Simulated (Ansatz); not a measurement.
# Molecular dynamics of ClH₃Sn

Input:

```yaml
crystal:
  periodic: [false, false, false]
  atoms:
    - { symbol: Sn, position_ang: [-0.053876, 0.0, 0.019559] }
    - { symbol: H, position_ang: [0.049242, 0.0, 1.734916] }
    - { symbol: Cl, position_ang: [2.19057, 0.0, -0.773596] }
    - { symbol: H, position_ang: [-0.776168, 1.430442, -0.601089] }
    - { symbol: H, position_ang: [-0.776168, -1.430442, -0.601089] }
basis:
  gaussian: { orbitals: def2-TZVP }
hamiltonian:
  xc: blyp
  dispersion: d4
md:
  timestep: 0.5
  n_steps: 150
  ensemble: nvt_nose_hoover
  temperature: 500.0
  initial_velocities: maxwell_boltzmann
  seed: 283970
  nose_hoover: { tau: 20.0, chain_length: 3 }
```

Command:

```bash
$ ansatz run input.yaml --threads 2 --pin off --max-ram 3072MiB --backend cpu --events-out ev --progress --plain --runs-dir out
```

It starts from a relaxed structure.

Output, in part (step lines, the closing report, with atoms numbered from 0):

```
md step     0: t =     0.00 fs  T =   500.0 K  F+E_penalty+E_count = -18402.43944861 eV  E_kin = 0.193890 eV  conserved = -18402.24555862 eV  (27 SCF iters)
[... lines left out ...]
Total energy: -18402.31716980 eV, -676.2726824517 hartree
Atom 0 at    -0.057467    -0.002572     0.019445 Å, force     0.722501     1.822173     1.013342 eV/Å
Atom 1 at     0.082871     0.024364     1.806578 Å, force    -0.108234     0.001244    -0.833113 eV/Å
Atom 2 at     2.200668     0.002942    -0.775037 Å, force    -0.135676    -0.094777     0.039903 eV/Å
Atom 3 at    -0.705090     1.497511    -0.658245 Å, force     0.145727    -0.494571     0.301042 eV/Å
Atom 4 at    -0.813115    -1.322466    -0.551492 Å, force    -0.624318    -1.234069    -0.521174 eV/Å
Dipole moment:    -0.522726    -0.056840     0.153296 e Å
```

The steps, from the saved trajectory:

| time (fs) | T (K) | potential energy less start (eV) | conserved less start (meV/atom) |
| --- | --- | --- | --- |
| 0.0 | 500 | 0.000 | 0.00 |
| 2.5 | 302 | 0.078 | 0.10 |
| 5.0 | 191 | 0.122 | 0.16 |
| 7.5 | 362 | 0.058 | 0.01 |
| 10.0 | 253 | 0.107 | 0.08 |
| 12.5 | 33 | 0.195 | 0.18 |
| 15.0 | 118 | 0.164 | 0.14 |
| 17.5 | 388 | 0.072 | 0.01 |
| 20.0 | 299 | 0.128 | 0.11 |
| 22.5 | 227 | 0.170 | 0.24 |
| 25.0 | 620 | 0.044 | 0.02 |
| 27.5 | 636 | 0.079 | 0.12 |
| 30.0 | 337 | 0.221 | 0.26 |
| 32.5 | 306 | 0.246 | 0.26 |
| 35.0 | 593 | 0.153 | 0.11 |
| 37.5 | 546 | 0.190 | 0.08 |
| 40.0 | 183 | 0.341 | 0.41 |
| 42.5 | 623 | 0.177 | 0.10 |
| 45.0 | 850 | 0.103 | 0.08 |
| 47.5 | 483 | 0.251 | 0.28 |
| 50.0 | 336 | 0.311 | 0.33 |
| 52.5 | 675 | 0.182 | 0.19 |
| 55.0 | 853 | 0.115 | 0.01 |
| 57.5 | 274 | 0.339 | 0.32 |
| 60.0 | 299 | 0.329 | 0.27 |
| 62.5 | 775 | 0.145 | 0.00 |
| 65.0 | 460 | 0.269 | 0.25 |
| 67.5 | 234 | 0.357 | 0.36 |
| 70.0 | 600 | 0.217 | 0.24 |
| 72.5 | 1032 | 0.051 | 0.08 |
| 75.0 | 826 | 0.123 | 0.16 |

The run went to its last step. The conserved energy stayed within 0.48 meV per atom of its start (net change 0.16 meV per atom), so the integration is sound. The mean temperature of the second half is 12 % above the set value. A run of 0.075 ps of so small a system gives no equilibrium averages.

The same pairs are bonded in the first frame and the last. Pairs count as bonded within 1.25 times the sum of covalent radii (0.12 Å more for H–H).

Last frame:

```xyz
5
Properties=species:S:1:pos:R:3
Sn -0.058 -0.003 0.019
H 0.083 0.024 1.807
Cl 2.201 0.003 -0.775
H -0.705 1.498 -0.658
H -0.813 -1.323 -0.551
```

Run time: 2.9 min on 2 threads of Arm Neoverse V2, on a shared host, peak memory 0.16 GiB.
